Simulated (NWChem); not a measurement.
System: LiCl; SMILES [Li][Cl]

Here is an NWChem input.

```
start job
memory heap 200 mb stack 900 mb global 1100 mb
geometry units angstroms noautosym nocenter noautoz
  Li     0.000000     0.000000    -1.712326
  Cl     0.000000     0.000000     0.342703
end
basis spherical
  Li library 6-31g*
  Cl library 6-31g*
end
dft
  xc b3lyp
  iterations 150
end
property
  shielding
end
task dft property
```

Parts of the log:

```
             Northwest Computational Chemistry Package (NWChem) 7.3.0
             --------------------------------------------------------

                             Geometry "geometry" -> ""
                             -------------------------

 Output coordinates in angstroms (scale by  1.889725989 to convert to a.u.)

  No.       Tag          Charge          X              Y              Z
 ---- ---------------- ---------- -------------- -------------- --------------
    1 Li                   3.0000     0.00000000     0.00000000    -1.71232600
    2 Cl                  17.0000     0.00000000     0.00000000     0.34270300

 Effective nuclear repulsion energy (a.u.)      13.1326807062

                              NWChem Property Module
                              ----------------------

  itol2e modified to match energy
  convergence criterion.

                                 NWChem DFT Module
                                 -----------------

 Summary of "ao basis" -> "ao basis" (spherical)
 ------------------------------------------------------------------------------
       Tag                 Description            Shells   Functions and Types
 ---------------- ------------------------------  ------  ---------------------
 Li                          6-31g*                  6       14   3s2p1d
 Cl                          6-31g*                  8       18   4s3p1d

  itol2e modified to match energy
  convergence criterion.

            General Information
            -------------------
          SCF calculation type: DFT
          Wavefunction type:  closed shell.
          No. of atoms     :     2
          No. of electrons :    20
           Alpha electrons :    10
            Beta electrons :    10
          Charge           :     0
          Spin multiplicity:     1
          Use of symmetry is: off; symmetry adaption is: off
          Maximum number of iterations: 150
          AO basis - number of functions:    32
                     number of shells:    14
          Convergence on energy requested:  1.00D-07
          Convergence on density requested:  1.00D-05
          Convergence on gradient requested:  5.00D-04

              XC Information
              --------------
                         B3LYP Method XC Potential
                     Hartree-Fock (Exact) Exchange  0.200
                        Slater Exchange Functional  0.800 local
                    Becke 1988 Exchange Functional  0.720 non-local
              Lee-Yang-Parr Correlation Functional  0.810
                  VWN I RPA Correlation Functional  0.190 local

             Grid Information
             ----------------
          Grid used for XC integration:  fine
          Radial quadrature: Mura-Knowles
          Angular quadrature: Lebedev.
          Tag              B.-S. Rad. Rad. Pts. Rad. Cut. Ang. Pts.
          ---              ---------- --------- --------- ---------
          Li                  1.45       70           9.0       590
          Cl                  1.00      123          10.0       770
          Grid pruning is: on
          Number of quadrature shells:   193
          Spatial weights used:  Erf1

      Superposition of Atomic Density Guess
      -------------------------------------

 Sum of atomic energies:        -466.88181766

      Non-variational initial energy
      ------------------------------

 Total energy =    -466.801451
 1-e energy   =    -670.453058
 2-e energy   =     190.518926
 HOMO         =      -0.457278
 LUMO         =      -0.042681

   convergence    iter        energy       DeltaE   RMS-Dens  Diis-err
 ---------------- ----- ----------------- --------- --------- ---------
 d= 0,ls=0.0,diis     1   -467.7640905694 -4.81D+02  2.99D-02  1.83D-01
 d= 0,ls=0.0,diis     2   -467.7584064600  5.68D-03  1.55D-02  2.05D-01
 d= 0,ls=0.0,diis     3   -467.7924968742 -3.41D-02  1.55D-03  2.22D-03
 d= 0,ls=0.0,diis     4   -467.7929093043 -4.12D-04  1.61D-04  1.60D-05
 d= 0,ls=0.0,diis     5   -467.7929116755 -2.37D-06  3.29D-05  8.47D-07
 d= 0,ls=0.0,diis     6   -467.7929118302 -1.55D-07  4.91D-06  4.98D-09
 d= 0,ls=0.0,diis     7   -467.7929118321 -1.89D-09  5.85D-07  1.63D-10

         Total DFT energy =     -467.792911832073
      One electron energy =     -673.226586253111
           Coulomb energy =      222.524274000909
    Exchange-Corr. energy =      -30.223280286072
 Nuclear repulsion energy =       13.132680706202

 Numeric. integr. density =       20.000000011470

                       DFT Final Molecular Orbital Analysis
                       ------------------------------------

 Vector    8  Occ=2.000000D+00  E=-2.725831D-01
              MO Center= -7.3D-11,  1.0D-11,  2.9D-01, r^2= 1.4D+00
   Bfn.  Coefficient  Atom+Function         Bfn.  Coefficient  Atom+Function
  ----- ------------  ---------------      ----- ------------  ---------------
    23      0.679340  2 Cl pz                27      0.307393  2 Cl pz
    19     -0.269362  2 Cl pz                 5     -0.252986  1 Li pz
     2     -0.219393  1 Li s                 24      0.163601  2 Cl s
     9      0.124354  1 Li pz                 1      0.095752  1 Li s
    20      0.071481  2 Cl s                 12     -0.037133  1 Li d  0

 Vector    9  Occ=2.000000D+00  E=-2.479411D-01
              MO Center=  5.6D-10, -7.7D-10,  2.5D-01, r^2= 1.4D+00
   Bfn.  Coefficient  Atom+Function         Bfn.  Coefficient  Atom+Function
  ----- ------------  ---------------      ----- ------------  ---------------
    22      0.552758  2 Cl py                21     -0.405067  2 Cl px
    26      0.317494  2 Cl py                25     -0.232663  2 Cl px
    18     -0.219038  2 Cl py                17      0.160514  2 Cl px
     4      0.095581  1 Li py                 3     -0.070043  1 Li px
    11      0.026476  1 Li d -1

 Vector   10  Occ=2.000000D+00  E=-2.479411D-01
              MO Center=  7.3D-10,  5.7D-10,  2.5D-01, r^2= 1.4D+00
   Bfn.  Coefficient  Atom+Function         Bfn.  Coefficient  Atom+Function
  ----- ------------  ---------------      ----- ------------  ---------------
    21      0.552758  2 Cl px                22      0.405067  2 Cl py
    25      0.317494  2 Cl px                26      0.232663  2 Cl py
    17     -0.219038  2 Cl px                18     -0.160514  2 Cl py
     3      0.095581  1 Li px                 4      0.070043  1 Li py
    13     -0.026476  1 Li d  1

 Vector   11  Occ=0.000000D+00  E=-6.062919D-02
              MO Center= -1.6D-09, -6.8D-10, -2.6D+00, r^2= 4.6D+00
   Bfn.  Coefficient  Atom+Function         Bfn.  Coefficient  Atom+Function
  ----- ------------  ---------------      ----- ------------  ---------------
     6      0.765295  1 Li s                  5     -0.291606  1 Li pz
     2      0.196095  1 Li s                  1     -0.160045  1 Li s
     9     -0.133454  1 Li pz                23      0.109364  2 Cl pz
    27      0.090238  2 Cl pz                20     -0.064805  2 Cl s
    24     -0.058955  2 Cl s                 19     -0.042095  2 Cl pz

[...]

          -----------------------------------------
          Chemical Shielding Tensors (GIAO, in ppm)
          -----------------------------------------

                                NWChem CPHF Module
                                ------------------

  scftype          =     RHF
  nclosed          =       10
  nopen            =        0
  variables        =      220
  # of vectors     =        3
  tolerance        = 0.10D-03
  level shift      = 0.00D+00
  max iterations   =       50
  max subspace     =       30

 SCF residual:    1.4683092683510849E-006

Iterative solution of linear equations
  No. of variables      220
  No. of equations        3
  Maximum subspace       30
        Iterations       50
       Convergence  1.0D-04

   iter   nsub   residual    time
   ----  ------  --------  ---------
     1      3    1.56D-01       5.1
     2      6    3.55D-03       5.8
     3      9    2.59D-04       6.6
     4     12    1.83D-05       7.3

      Atom:    1  Li
        Diamagnetic
     99.3036      0.0000     -0.0000
      0.0000     99.3036      0.0000
     -0.0000      0.0000    107.1049

        Paramagnetic
    -14.3382     -0.0000      0.0000
     -0.0000    -14.3382     -0.0000
      0.0000     -0.0000     -0.0000

        Total Shielding Tensor
     84.9654     -0.0000     -0.0000
     -0.0000     84.9654     -0.0000
     -0.0000     -0.0000    107.1049

           isotropic =      92.3452
          anisotropy =      22.1395

          Principal Components and Axis System
                 1           2           3
              107.1049     84.9654     84.9654

      1        -0.0000     -0.6727      0.7399
      2        -0.0000      0.7399      0.6727
      3         1.0000      0.0000      0.0000

      Atom:    2  Cl
        Diamagnetic
   1146.2508     -0.0000     -0.0000
     -0.0000   1146.2508      0.0000
     -0.0000      0.0000   1149.4772

        Paramagnetic
   -197.2883     -0.0000     -0.0000
     -0.0000   -197.2883     -0.0000
     -0.0000     -0.0000      0.0000

        Total Shielding Tensor
    948.9625     -0.0000     -0.0000
     -0.0000    948.9625     -0.0000
     -0.0000     -0.0000   1149.4772

           isotropic =    1015.8007
          anisotropy =     200.5147

          Principal Components and Axis System
                 1           2           3
             1149.4772    948.9625    948.9625

      1        -0.0000      0.7544      0.6564
      2        -0.0000     -0.6564      0.7544
      3         1.0000      0.0000      0.0000
```

Level: B3LYP/6-31G* (spherical d), GIAO. The geometry was optimised at B3LYP/6-31G* (spherical d). The printed shielding anisotropy is the first printed principal value minus the mean of the other two.
